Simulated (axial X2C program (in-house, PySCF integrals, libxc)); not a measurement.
## Spectroscopic constants of MgMo

Calculated with an in-house relativistic program for diatomic molecules. Spin-free means the one-electron spin-free X2C Hamiltonian; two-component (2c) means X2C with spin–orbit coupling and atomic mean-field two-electron Coulomb and Gaunt terms, so the difference of the two also holds small scalar two-electron terms. Basis: Mo dyall-cv3z [11s12p9d5f3g], Mg dyall-cv3z [9s8p6d3f] (cores contracted in-house); Gaussian nuclei, density fitting, unrestricted open shells. Masses: Mo 97.905 u, Mg 23.985 u.

Input:
```json
{
 "zs": [
  42,
  12
 ],
 "q": 0,
 "bas": [
  "dyall-cv3z",
  "dyall-cv3z"
 ],
 "levels": [
  "PBE0",
  "HF",
  "r2SCAN0"
 ],
 "cc": true,
 "r0": 2.77,
 "thr": -1.0,
 "nmax": 90,
 "npts": 10,
 "nst": 2,
 "ntry": 6
}
```
```bash
python so2c.py task.json out
```

Keys: zs atomic numbers; q charge; bas basis sets; levels methods; cc coupled cluster on or off; r0 starting distance in Å; thr threshold in hartree for freezing inner shells (an s shell follows its p shell); nmax most natural virtual spinors; npts points on the curve; nst determinants followed; ntry starts of the search. HF also brings MP2.

State, spin-free: M_S = 3, Λ = 0 (beyond evenly filled blocks: 2 × σα, π+α, π-α, δ+α, δ-α); electrons by block: σα: 14, σβ: 12, π+α: 6, π+β: 5, π-α: 6, π-β: 5, δ+α: 2, δ+β: 1, δ-α: 2, δ-β: 1. Fragments: Mo + Mg.

State, 2c: Ω = 3 (⟨Sz⟩ = 3.00, ⟨Lz⟩ = 0.00 at PBE0); electrons by block: 1/2: 19, -1/2: 18, 3/2: 7, -3/2: 7, 5/2: 2, -5/2: 1. Fragments: Mo + Mg.

```tsv
Hamiltonian	level	Re (Å)	ωe (cm⁻¹)	ωexe (cm⁻¹)	Be (cm⁻¹)	αe (cm⁻¹)	De (eV)	D0 (eV)	k (mdyn/Å)	μ (D)
spin-free	CCSD	3.052	133.4	2.05	0.09395	0.00137	0.270	0.262	0.202	n/a
spin-free	CCSD(T)	3.003	146.6	1.87	0.09702	0.00125	0.342	0.333	0.244	n/a
2c	PBE0	2.976	158.7	1.45	0.0988	0.00106	0.434	0.424	0.286	-0.06
2c	MP2	3.029	138.4	2.12	0.09534	0.00134	0.263	0.254	0.217	n/a
2c	r2SCAN0	2.981	160.9	1.45	0.09849	0.00102	0.451	0.441	0.294	-0.25
```

Spin-free values that have a 2c row agree with it to the digits that matter (0.001 Å, 0.01 eV) and are not repeated.

Correlated methods: 8 electrons correlated (number of frozen shells: Mo 4 s, 3 p, 1 d; Mg 2 s, 1 p), 338 virtual spin orbitals or spinors in MP2.

Dipoles are positive if Mg is the positive end.

One determinant describes the state; a PBE0 search over occupations chose it and may have missed a lower one. Dissociation energies refer to the lowest single-determinant-based atoms at the same level and basis. Density functionals use the spin component along the axis (collinear). Coupled cluster ran in a truncated set of natural virtual spinors; the MP2 energy of the rest was added. (T) has no such correction and the atoms are truncated less, which lowers De at CCSD(T) by a hundredth of an eV or more. PBE0 can misorder states that lie within some tenths of an eV, so this need not be the ground state of the molecule. The nearest other spin-free determinant of the search, M_S = 2, Λ = 0, lies 0.84 eV up at the distance of the search. With several unpaired electrons one determinant need not be a pure state. Open-shell Ω = 0 determinants with evenly filled partner blocks cannot be reached by this program, so the Ω shown need not be the lowest component. With the outer-core shells frozen, correlated bond lengths of heavy atoms tend to come out a few hundredths of an ångström too long.

No reliable constants came from CCSD (2c), CCSD(T) (2c), HF (2c), HF (spin-free): no minimum in range, unconverged points, a curve that is not smooth, a change of character along it, or the two Hamiltonians disagreeing along it.

Rough cost a point (2c) on 1 thread(s) of a shared host, integrals apart: PBE0 0.9 s, r2SCAN0 1.4 s.

The whole task took 3.4 min on 1 thread of Arm Neoverse V1 (shared host).
